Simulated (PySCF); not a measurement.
**Pm⁺: excitation energy**

Pm⁺ [Xe] 4f5 6s1 (high-spin determinant) → Pm⁺ [Xe] 4f6 (7F), as a difference of total energies. Computed with PySCF 2.14 in ANO-RCC-VQZP (9s8p6d4f3g2h, 140 functions), with the spin-free X2C one-electron Hamiltonian (Gaussian nucleus). Correlated levels: valence: [Kr] 4d10 frozen; valence and next inner shell: [Ar] 3d10 frozen. The calculations carry no spin-orbit coupling.

| method | excitation energy (eV) |
| --- | --- |
| UHF | 5.543 |
| B2PLYP | 2.972 |
| BP86 | 2.135 |
| MP2 (valence) | 3.009 |
| SCS-MP2 (valence) | 4.133 |
| MP2 (valence and next inner shell) | 2.538 |
| SCS-MP2 (valence and next inner shell) | 3.705 |

Question: How much does correlation contribute at MP2 (valence and next inner shell)?

Answer: 2.538 − (5.543) = -3.005 eV, measured against UHF.

The determinant of the lower state mixes LS terms, which raises its energy above the lowest term, most at the Hartree-Fock and MP2 levels.
